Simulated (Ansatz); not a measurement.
One geometry of the cluster Mo₃⁺, several levels of theory.

```yaml
crystal:
  periodic: [false, false, false]
  atoms:
    - {symbol: Mo, position_ang: [0.247899, -1.177061, -0.524997]}
    - {symbol: Mo, position_ang: [0.956589, 0.808067, 0.155082]}
    - {symbol: Mo, position_ang: [-1.204488, 0.368994, 0.369915]}
basis:
  gaussian: {orbitals: def2-TZVP, initial_orbitals: start.molden}
total_charge: 1
magnetization: {spin_polarized: true, initial_magnetization: 1}
hamiltonian: {xc: {name: wB97X-V}}
scf: {omitted_lower_state_checks: [starts]}
output: {orbitals: {seedname: orbitals}}
```

The file start.molden holds the orbitals of an earlier run on this structure, at another level or in another basis.

```sh
$ ansatz run in.yaml --threads 4 --pin off --events-out ev --progress --plain --max-ram 3916MiB
```

Shortened log:

```
Functional definition: wB97X-V
1020 factors; their error is unknown
240 factors; integrals over basis functions are off by at most 1.6e-5 eV
mean field evaluation 1: about -5552.0883 eV, gradient 3.4e0 eV
mean field evaluation 2: about -5552.2066 eV, gradient 2.4e-1 eV
mean field evaluation 4: about -5552.3389 eV, gradient 2.1e-1 eV
mean field evaluation 8: about -5552.3412 eV, gradient 2.7e-3 eV
mean field evaluation 16: about -5552.3412 eV, gradient 7.3e-6 eV
mean field -5552.34120667 eV, -204.0447758329 hartree, gradient 7.3e-6 eV, S^2 1.797387; 0 other end points of the search recorded, 0 dependent functions left out
reference -5552.34120507 eV, -204.0447757742 hartree; 21, 20 occupied and 99, 100 virtual orbitals, 1020 factors
Total energy: -5552.34120507 eV, -204.0447757742 hartree
Checks for a lower state left out: starts
```

It took 37 s on 4 threads of Arm Neoverse V1 on a shared host, peak host memory 0.7 GiB.

First input, but with `hamiltonian: {xc: {name: B2PLYP}}` and without the key `output` (abridged; 9 s):

```
Functional definition: B2PLYP
mean field -5536.47064468 eV, -203.4615434375 hartree, gradient 3.6e-6 eV, S^2 3.043821
second order -48.12962900 eV of doubles, -0.00000000 eV of singles
Total energy: -5549.46577250 eV, -203.9391055762 hartree
Checks for a lower state left out: starts
```

The first input with `correlation: {method: ccsd_t}`, `scf: {omitted_lower_state_checks: [starts, cluster_reference]}` and without the key `hamiltonian` (abridged; 48 s):

```
Functional definition: HF
mean field evaluation 16: about -5502.9656 eV, gradient 6.5e-4 eV
mean field -5502.96561139 eV, -202.2302561744 hartree, gradient 2.4e-6 eV, S^2 5.426785
second order -30.03608566 eV of doubles, -0.00000000 eV of singles
cycle   1  -26.68168006 eV  change     3.4e0 eV  update   3.6e-1
cycle   2  -28.77405729 eV  change    -2.1e0 eV  update   1.6e-1
cycle   3  -29.80574269 eV  change    -1.0e0 eV  update   1.4e-1
cycle   4  -30.41827716 eV  change   -6.1e-1 eV  update   8.4e-2
cycle   5  -30.68437019 eV  change   -2.7e-1 eV  update   4.9e-2
cycle   6  -30.89551273 eV  change   -2.1e-1 eV  update   2.9e-2
cycle   7  -30.94668073 eV  change   -5.1e-2 eV  update   2.0e-2
cycle   8  -31.03532660 eV  change   -8.9e-2 eV  update   1.2e-2
cycle   9  -31.06322553 eV  change   -2.8e-2 eV  update   6.1e-3
cycle  10  -31.05490811 eV  change    8.3e-3 eV  update   3.5e-3
[...]
cycle  17  -31.05755088 eV  change   -1.5e-5 eV  update   2.6e-4
cycle  18  -31.05766693 eV  change   -1.2e-4 eV  update   2.1e-4
cycle  19  -31.05826776 eV  change   -6.0e-4 eV  update   1.7e-4
cycle  20  -31.05866014 eV  change   -3.9e-4 eV  update   1.4e-4
cycle  21  -31.05873486 eV  change   -7.5e-5 eV  update   1.2e-4
cycle  22  -31.05858732 eV  change    1.5e-4 eV  update   1.0e-4
cycle  23  -31.05845989 eV  change    1.3e-4 eV  update   8.7e-5
cycle  24  -31.05830500 eV  change    1.5e-4 eV  update   7.5e-5
cycle  25  -31.05831418 eV  change   -9.2e-6 eV  update   6.3e-5
cycle  26  -31.05841586 eV  change   -1.0e-4 eV  update   5.3e-5
cycle  27  -31.05845857 eV  change   -4.3e-5 eV  update   4.2e-5
perturbative correction -2.53975669 eV, -0.0933343369 hartree
Total energy: -5536.56382665 eV, -203.4649678115 hartree
Checks for a lower state left out: starts, cluster_reference
```

First input, but with `gaussian: {orbitals: def2-SVP, initial_orbitals: start.molden}`, `hamiltonian: {xc: pbe, dispersion: d4}` (abridged; 5.5 s):

```
Functional definition: PBE
mean field evaluation 16: about -5560.0071 eV, gradient 1.2e-5 eV
mean field -5560.00708885 eV, -204.3264918072 hartree, gradient 4.3e-6 eV, S^2 0.917155
Total energy: -5560.14439779 eV, -204.3315378176 hartree
Checks for a lower state left out: starts
```

As the first input, with `hamiltonian: {xc: {name: BLYP}, dispersion: d4}` (abridged; 7.5 s):

```
Functional definition: BLYP
mean field evaluation 16: about -5558.0569 eV, gradient 4.8e-5 eV
mean field -5558.05691159 eV, -204.2548241147 hartree, gradient 2.2e-6 eV, S^2 0.848263
Total energy: -5558.32684996 eV, -204.2647441668 hartree
Checks for a lower state left out: starts
```

Geometry: B3LYP-D4/def2-TZVP.

In the def2 sets Mo takes a core potential; there is no spin–orbit coupling. Correlated methods freeze no core orbitals; core or outer-core shells of Mo are correlated, in sets that lack core-valence functions. At ωB97X-V/def2-TZVP, B2PLYP/def2-TZVP, CCSD(T)/def2-TZVP, PBE-D4/def2-SVP and others the charge 1 doublet is spin-contaminated (final ⟨S²⟩ up to 5.43, 0.75 for a pure state). At CCSD(T)/def2-TZVP T1 of the charge 1 doublet is large (up to 0.115), so the single-reference result is doubtful. The geometry of the doublet was relaxed on an unsound state (⟨S²⟩ 1.24, where a pure state has 0.75). The order of the spin states hangs on the level: the quartet lies 0.18 eV below the doublet at ωB97X-V/def2-TZVP, but 0.48 eV above it at B2PLYP/def2-TZVP. The doublet is doubtful at ωB97X-V/def2-TZVP (⟨S²⟩ 1.80, where a pure state has 0.75). The quartet is doubtful at ωB97X-V/def2-TZVP (⟨S²⟩ 4.89, where a pure state has 3.75). The doublet is doubtful at B2PLYP/def2-TZVP (⟨S²⟩ 3.04, where a pure state has 0.75). The quartet is doubtful at B2PLYP/def2-TZVP (⟨S²⟩ 5.74, where a pure state has 3.75). The structure comes from a short search, and lower isomers may exist.
